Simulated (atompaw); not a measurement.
phosphorus (P): variants of one PAW (atompaw) potential

Base potential:

phosphorus (P), PAW, made with atompaw 4.2.0.5 (PBE, scalar-relativistic). Core [Ne], reference 3s2 3p3. Waves: 3s (bound): rc 1.65 bohr; 3s channel at 1.8 Ry: rc 1.65 bohr; 3p (bound): rc 1.75 bohr; 3p channel at 1.4 Ry: rc 1.75 bohr. Local part: ultrasoft scheme with l = 2 at 0.5 Ry, radius 1.20 bohr. Core correction: smooth core density matched at 1.15 bohr. Augmentation charge: sinc compensation charge, radius 1.60 bohr; PAW radius 1.75 bohr; waves and projectors: custom rrkj gramschmidtortho.

Cutoffs, loose and tight: the cutoffs (Ry, on a coarse ladder) from which the occupation-weighted sum of valence levels, in a spherical-Bessel basis at the reference potential, stays within 10 and 1 mRy of its value at 400 Ry. They see the waves, projectors and local potential, not the compensation charge or the core. A dash means not determined.

A true bound ghost makes a file unfit for plane-wave use even where its test errors are small: the radial tests pick states by their node count and pass the ghost by.

| change | outcome | cutoff, loose | cutoff, tight | bound ghosts |
| --- | --- | --- | --- | --- |
| base | generated | 12 Ry | 25 Ry | none |
| non-relativistic | generated | 12 Ry | 25 Ry | none |
| wave 3p channel at 1.4 Ry: rc 1.75 bohr becomes 3p channel at 0.35 Ry: rc 1.75 bohr | generated | 12 Ry | 25 Ry | none |
| core correction smooth core density matched at 1.28 bohr | generated | 12 Ry | 25 Ry | none |
| local potential vpsmatchnc scheme with l = 2 at 0.5 Ry, radius 1.20 bohr | generated | 12 Ry | 21 Ry | s |
| all radii scaled by about 1.05 (s 1.74, p 1.84 bohr); local potential ultrasoft scheme with l = 2 at 0.5 Ry, radius 1.26 bohr; augmentation sinc compensation charge, radius 1.70 bohr; PAW radius 1.84 bohr; waves and projectors: custom rrkj gramschmidtortho; core correction smooth core density matched at 1.22 bohr | generated | 12 Ry | 21 Ry | none |
| wave 3p channel at 1.4 Ry: rc 1.75 bohr becomes 3p channel at 1.4 Ry: rc 1.58 bohr | generated | 15 Ry | 25 Ry | none |
| local potential ultrasoft scheme with l = 2 at 0.5 Ry, radius 1.30 bohr | generated | 12 Ry | 25 Ry | none |
| wave 3p (bound): rc 1.75 bohr becomes 3p (bound): rc 1.18 bohr | generated | 30 Ry | 45 Ry | none |

Task: What comes out with this change to the base: waves 3s (bound); 3s channel at 1.8 Ry; 3p (bound); 3p channel at 1.4 Ry; augmentation sinc compensation charge, radius 1.60 bohr; PAW radius 1.75 bohr; waves and projectors: bloechl?

Result: outcome: generated; cutoff, loose: 12 Ry; cutoff, tight: 40 Ry; bound ghosts: s.
